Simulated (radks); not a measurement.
Results of a calculation; reference values are marked as such.
The helium ion He+, configuration 1s1. Level of theory: scalar-relativistic Kohn-Sham, PBE, spin-polarised, spherical densities, finite nucleus; open shells are filled with parallel spins first; Gaussian nuclear charge, rms radius 1.6755 fm (a radial shooting solver on a logarithmic mesh with Libxc functionals).

Normalised radial functions P(r) = r R(r), r in bohr:

```
   r/bohr * 1s up (the largest magnitude, 1.03, reaches the edge; | marks zero)
  0.04943 |             *
  0.05755 |               *
    0.067 |                 *
  0.07799 |                   *
   0.0908 |                      *
   0.1057 |                         *
   0.1231 |                            *
   0.1433 |                                *
   0.1668 |                                   *
   0.1942 |                                       *
    0.226 |                                          *
   0.2631 |                                              *
   0.3063 |                                                 *
   0.3566 |                                                   *
   0.4151 |                                                     *
   0.4833 |                                                      *
   0.5626 |                                                      *
    0.655 |                                                    *
   0.7625 |                                                 *
   0.8877 |                                            *
    1.033 |                                      *
    1.203 |                                *
    1.401 |                         *
     1.63 |                  *
    1.898 |             *
     2.21 |        *
    2.572 |    *
    2.995 |  *
```

1s up: eigenvalue -42.041 eV, 0 radial nodes, <r> = 0.761 bohr, 90 % of the charge inside 1.36 bohr.
